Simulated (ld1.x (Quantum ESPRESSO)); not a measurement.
What the settings do to the RRKJ potential of calcium

Base potential:

| Item | Value |
| --- | --- |
| Element | calcium |
| Generator | ld1.x (Quantum ESPRESSO) 7.5 |
| Type | norm-conserving RRKJ (Kleinman–Bylander form) |
| Functional | PBE |
| Relativity | scalar-relativistic |
| Frozen core | [Ne] 3s2 |
| Valence charge | 8 |
| Reference configuration | 3p6 3d1 4s1 4p0 |
| Partial waves | 3p (bound): rc 1.95 bohr; 3d (bound): rc 2.00 bohr; 4s (bound): rc 3.00 bohr |
| Local potential | the s channel |
| Core correction | none |
| rho0 | 0.001 |

All-electron outer shells of the reference configuration (PBE, scalar-relativistic, ld1.x):

```csv
shell,level (eV),outermost node (bohr),outermost maximum (bohr)
2p,-332.21,–,0.25
3s,-44.81,0.45,0.99
3p,-25.88,0.42,1.06
4s,-3.32,1.44,3.55
4p,-1.23,1.66,4.79
3d,-0.76,–,1.37
```

Cutoffs, loose and tight: the cutoffs (Ry, on a coarse ladder) from which the occupation-weighted sum of valence levels, in a spherical-Bessel basis at the reference potential, stays within 10 and 1 mRy of its value at 400 Ry. They do not see the model core or the augmentation charge, which bear on the density cutoff. Test errors are all-electron minus pseudo excitation energies from the reference, over the configurations 3p6 3d0 4s2 4p0; 3p6 3d0 4s1 4p0; 3p6 3d0 4s0 4p0; 3p6 3d0 4s1.5 4p0; 3p5 3d0 4s2 4p0; 3p6 3d1 4s0 4p0; 3p6 3d0 4s0 4p1. A dash means not determined; rows that change the core or the reference have their own tests.

| change | outcome | cutoff, loose | cutoff, tight | bound ghosts | largest test error (meV) |
| --- | --- | --- | --- | --- | --- |
| base | generated | 35 Ry | 40 Ry | none | -718 |
| core correction a·sin(br)/r model core inside 0.86 bohr | generated | 35 Ry | 40 Ry | none | -746 |
| core correction a·sin(br)/r model core inside 1.14 bohr | generated | 35 Ry | 40 Ry | none | -746 |
| core correction a·sin(br)/r model core inside 1.48 bohr | generated | 35 Ry | 40 Ry | none | -746 |
| core correction a·sin(br)/r model core inside 1.78 bohr | generated | 35 Ry | 40 Ry | none | -745 |
| core correction a·sin(br)/r model core inside 2.00 bohr | generated | 35 Ry | 40 Ry | none | -740 |
| core correction a·sin(br)/r model core inside 2.24 bohr | generated | 35 Ry | 40 Ry | none | -733 |
